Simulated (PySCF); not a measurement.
## LuF₃: from structure and modes to constants

These are results of PBE0 in PySCF with Lu def2-TZVP with ECP28, F def2-TZVP; scalar-relativistic core potentials, no spin–orbit coupling; density-fitted integrals, not measurements.

The singlet minimum has D3h symmetry. Masses (u): Lu 174.94077, F 18.99840.

```xyz
4
charge 0 multiplicity 1, angstrom
Lu    0.0000    0.0000    0.0000
F    -0.0031    0.0000    1.9592
F     1.6982    0.0000   -0.9769
F    -1.6952    0.0000   -0.9822
```

Harmonic wavenumbers (cm⁻¹): 32.0 (a2'', ×1), 145.4 (e', ×2), 580.7 (e', ×2), 593.9 (a1', ×1).

Q: Find the principal moments of inertia and the rotational constants. What kind of rotor is it?

A: About the centre of mass I = 109.39, 109.39, 218.77 u Å². With B = 16.8576/I this gives 0.1541, 0.1541, 0.07706 cm⁻¹. The molecule is an oblate symmetric top.

Q: What is the harmonic zero-point energy?

A: Half the sum of all 6 wavenumbers, 2078/2 = 1039 cm⁻¹, which is 12.4 kJ/mol (1 cm⁻¹ = 0.0119627 kJ/mol).

Only a few start shapes were tried, so a lower isomer may exist.
